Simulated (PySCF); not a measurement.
Si(Cl)2(Br)(NH2) (BrCl2H2NSi), SMILES N[Si](Cl)(Cl)Br.

Geometry: B3LYP-D3(BJ)/def2-SVP. This is a generated structure with no PubChem entry under its InChIKey; it may be hypothetical. The values are those of a single conformer.

Level of theory: PBE/def2-TZVP (PySCF).

Symmetry labels are those of the subgroup Cs that the program uses (full group Cs).

Computed valence orbital energies around the gap with their symmetry:
```json
[
 {"orbital": "HOMO−7", "symmetry": "A'", "energy (eV)": "-10.13"},
 {"orbital": "HOMO−6", "symmetry": "A'", "energy (eV)": "-8.60"},
 {"orbital": "HOMO−5", "symmetry": "A\"", "energy (eV)": "-8.38"},
 {"orbital": "HOMO−4", "symmetry": "A'", "energy (eV)": "-8.27"},
 {"orbital": "HOMO−3", "symmetry": "A\"", "energy (eV)": "-8.07"},
 {"orbital": "HOMO−2", "symmetry": "A'", "energy (eV)": "-7.69"},
 {"orbital": "HOMO−1", "symmetry": "A\"", "energy (eV)": "-7.28"},
 {"orbital": "HOMO", "symmetry": "A'", "energy (eV)": "-6.79"},
 {"orbital": "LUMO", "symmetry": "A'", "energy (eV)": "-1.43"},
 {"orbital": "LUMO+1", "symmetry": "A'", "energy (eV)": "-0.27"},
 {"orbital": "LUMO+2", "symmetry": "A\"", "energy (eV)": "-0.21"},
 {"orbital": "LUMO+3", "symmetry": "A'", "energy (eV)": "0.30"}
]
```
